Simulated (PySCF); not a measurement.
Spectrum to structure. Method: TDDFT PBE0/def2-SVPD, vertical, gas phase, core orbitals frozen in the response in PySCF 2.14.0, density-fitted response routines. Geometries: GFN2-xTB, one conformer each.

```
state  E (eV)       f  main configurations (H = HOMO, L = LUMO)
   S1    5.22  0.0020                                 H→L (96%)
   S2    6.68   0.154                               H-1→L (84%)
   S3    7.03  0.0092                  H-2→L (54%), H→L+1 (36%)
   S4    7.10   0.118                  H→L+1 (42%), H-2→L (37%)
   S5    7.41   0.043                               H-3→L (94%)
   S6    7.49  0.0050                             H-1→L+1 (79%)
```

Triplets computed (Tamm–Dancoff): 4.37, 4.89 eV.

Orbital energies (eV): HOMO-3 -8.97, HOMO-2 -8.59, HOMO-1 -7.92, HOMO -7.54, LUMO -0.33, LUMO+1 0.69, LUMO+2 1.03.

Question: Which candidate is it? All have the formula C6H8FN.
A. `C/C=C(\C)[C@@H](C#N)F`
B. `[H]/N=C/[C@@H]1[C@@H](F)C12CC2`
C. `N#C/C=C/CCCF`
D. `C/C(F)=C(/C)CC#N`

Answer: B. Its S1, at 5.22 eV, is the lowest among the candidates; the nearest of the others has S1 at 6.02 eV. S1 is HOMO→LUMO (96%). Löwdin shares by element: HOMO nitrogen 56%, carbon 21% or more, hydrogen 8% or more (atoms not listed hold the other 15%); LUMO carbon 40% or more, nitrogen 35%, hydrogen 6% or more (atoms not listed hold the other 18%). At the same level the other candidates give, for their lowest levels:
- `C/C=C(\C)[C@H](F)C#N`: 6.02 eV (f 0.019); 6.70 eV (f 0.138); 7.13 eV (f 0.147); 7.18 eV (f 0.022); 7.60 eV (f 0.073); T1 4.32 eV; HOMO -7.62, LUMO -0.50 eV
- `C/C(F)=C(/C)CC#N`: 6.26 eV (f 0.014); 6.77 eV (f 0.141); 6.83 eV (f 0.074); 7.14 eV (f 0.043); 7.40 eV (f 0.005); T1 4.18 eV; HOMO -7.24, LUMO 0.00 eV
- `N#C/C=C/CCCF`: 6.18 eV (f 0.527); 6.41 eV (f 0.003); 6.97 eV (f 0.003); 7.28 eV (f 0.011); 7.54 eV (f 0.003); T1 3.70 eV; HOMO -8.03, LUMO -1.45 eV

Shape of the structure used: `[H]/[N:1]=[CH:2]/[C@@H:3]1[C@@H:4]([F:5])[C:6]12[CH2:7][CH2:8]2`: N1–C2–C3–C4 -148°.
